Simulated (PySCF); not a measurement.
2,3-dihydro-1,4-oxaselenine (C4H6OSe), SMILES C1=C[Se]CCO1.

Geometry optimised at B3LYP-D3(BJ)/def2-SVP. The values are those of a single conformer.

Two levels are set side by side: TDDFT-PBE/def2-SVPD (PySCF) and TDDFT-CAM-B3LYP/def2-SVPD (PySCF). Vertical, same geometry. The lowest singlet is HOMO→LUMO 97 % with PBE and HOMO→LUMO 81 % with the other functional; states are paired by order. Differences are taken from unrounded values.

```
quantity                               TDDFT-CAM-B3LYP
-------------------------------------  ---------------
lowest singlet excitation (eV)                    4.27
lowest triplet excitation (TDA) (eV)              3.73
first bright state (f over 0.05) (eV)             5.35
its oscillator strength                           0.05
```

Problem. What does TDDFT-PBE give, and how far is it from TDDFT-CAM-B3LYP? (Estimate from the structure and the level; the computed values follow.)

Solution. 
```
quantity                               TDDFT-PBE  TDDFT-PBE minus TDDFT-CAM-B3LYP
-------------------------------------  ---------  -------------------------------
lowest singlet excitation (eV)              3.81                            -0.45
lowest triplet excitation (TDA) (eV)        3.43                            -0.30
first bright state (f over 0.05) (eV)       5.11                            -0.24
its oscillator strength                     0.06                             0.01
```

A lower first singlet is the usual sign of a functional without exact exchange. Differences between two approximate levels are no errors against the true value.

Rough cost on one machine, each run with all the roots and properties that it gave: TDDFT-CAM-B3LYP against TDDFT-PBE about 7 times.
